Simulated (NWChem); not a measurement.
System: C6H7, doublet; SMILES [C]1=CCCC=C1

```xyz
13

C     -1.4485    -0.1141     0.1175
C     -0.9740     1.1229     0.0933
C      0.5069     1.2770    -0.2670
C      1.3254     0.0672     0.2289
C      0.6414    -1.2561    -0.0456
C     -0.7050    -1.3356    -0.0874
H     -1.5792     2.0081     0.2752
H      0.6007     1.3709    -1.3610
H      0.9109     2.2015     0.1617
H      2.3232     0.0832    -0.2251
H      1.4839     0.1550     1.3175
H      1.2539    -2.1480    -0.1656
H     -1.2187    -2.2763    -0.2681
```
Atoms are numbered in this order, from 1.

Program: NWChem. Spin-unrestricted. The geometry was optimised at B3LYP/6-31G* (spherical d), spin-unrestricted. No stability test was run on the SCF state. B3LYP is NWChem's, with the RPA form of VWN correlation. Level: B3LYP/def2-SVP with COSMO at NWChem's default radii, gas-phase geometry; the question gives the dielectric constant. Reactions with the solvent are ignored.

**Question.** Predict the results for dielectric constant 3.9. Quantities: electrostatic solvation energy (kcal/mol); dipole in solution (D).

**Answer.** 
```yaml
electrostatic solvation energy (kcal/mol): -1.6
dipole in solution (D): 1.70
```
